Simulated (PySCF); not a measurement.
Bonds (- single, = double, # triple, : aromatic): C1-N2 1.433 Å, N2=C3 1.270 Å, C3-Si4 1.914 Å, Si4-P5 2.270 Å. C1 carries H6, H7, H8; C3 carries H9; Si4 carries H10, H11; P5 carries H12, H13. Stereochemistry as in C/N=C\[SiH2]P.

Geometry: PBE0-D3(BJ)/def2-SVP; GIAO absolute shieldings from PySCF, gas phase, non-relativistic, averaged over equivalent atoms.

At PBE0/STO-3G (41 basis functions, 3.6 s wall time on 1 thread of an x86-64 server CPU, shared host):
```json
{"atoms": "C3", "σ (ppm)": "97.6"}
{"atoms": "C1", "σ (ppm)": "189.8"}
{"atoms": "N2", "σ (ppm)": "-26.1"}
{"atoms": "Si4", "σ (ppm)": "569.0"}
{"atoms": "P5", "σ (ppm)": "732.4"}
{"atoms": "H9", "σ (ppm)": "24.03"}
{"atoms": "H6/H7/H8", "σ (ppm)": "29.54"}
{"atoms": "H10/H11", "σ (ppm)": "30.42"}
{"atoms": "H12/H13", "σ (ppm)": "32.41"}
```

Estimate the result of repeating the calculation with PBE0/6-31G*.

Answers


| atoms | σ at PBE0/6-31G* | change |
| --- | --- | --- |
| C3 | 33.4 | -64.2 |
| C1 | 144.6 | -45.2 |
| N2 | -161.2 | -135.1 |
| Si4 | 461.9 | -107.1 |
| P5 | 626.6 | -105.8 |
| H9 | 23.35 | -0.68 |
| H6/H7/H8 | 28.23 | -1.31 |
| H10/H11 | 27.24 | -3.18 |
| H12/H13 | 30.29 | -2.12 |

The largest change is at N2 (imine nitrogen). Cost: 94 basis functions, 10 s wall time on 1 thread of an x86-64 server CPU, shared host.
